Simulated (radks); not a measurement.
Values are calculated unless marked as measured or tabulated.
Question: Sm+, 61 electrons, occupied as [Xe] 4f5 6s1 6p1 (not the ground configuration). Code: a radial shooting solver on a logarithmic mesh with Libxc functionals. Model: scalar-relativistic Kohn-Sham, r2SCAN, spin-polarised, spherical densities, finite nucleus; open shells are filled with parallel spins first (spin-orbit coupling, left out, can overturn this in heavy ions); meta-GGA in the generalised Kohn-Sham scheme; Fermi nuclear charge, rms radius 5.0819 fm. Some entries of the table are withheld. Estimate them.

| orbital | occ. | eigenvalue (eV) | <1/r> (bohr^-1) |
|---|---|---|---|
| 1s up | 1 | -46760.52 | 68.81 |
| 1s down | 1 | -46760.49 | 68.81 |
| 2s down | 1 | -7675.297 | 15.95 |
| 2s up | 1 | -7675.286 | 15.95 |
| 2p up | 3 | -6845.008 | 14.95 |
| 2p down | 3 | -6844.997 | 14.95 |
| 3s up | 1 | -1703.506 | 5.842 |
| 3s down | 1 | -1701.346 | 5.848 |
| 3p up | 3 | -1442.554 | 5.500 |
| 3p down | 3 | -1440.386 | 5.506 |
| 3d up | 5 | -1089.090 | 5.210 |
| 3d down | 5 | -1087.388 | 5.216 |
| 4s up | 1 | -357.4880 | 2.444 |
| 4s down | 1 | -351.9636 | 2.444 |
| 4p up | 3 | -271.1669 | 2.252 |
| 4p down | 3 | -265.5844 | 2.252 |
| 4d up | 5 | -149.5633 | 1.980 |
| 4d down | 5 | -143.8936 | 1.979 |
| 5s up | 1 | -58.6897 | 0.9645 |
| 5s down | 1 | -55.8380 | 0.9381 |
| 5p up | 3 | -36.9175 | 0.8262 |
| 5p down | 3 | -34.8613 | 0.8036 |
| 4f up | 5 | (1) | 1.444 |
| 4f down | 0 | (2) | 1.409 |
| 6s up | 1 | (3) | 0.3434 |
| 6p up | 1 | -7.3876 | 0.2869 |

Answer: 
(1) 4f up eigenvalue (eV): -19.1796
(2) 4f down eigenvalue (eV): -13.9672
(3) 6s up eigenvalue (eV): -11.2908
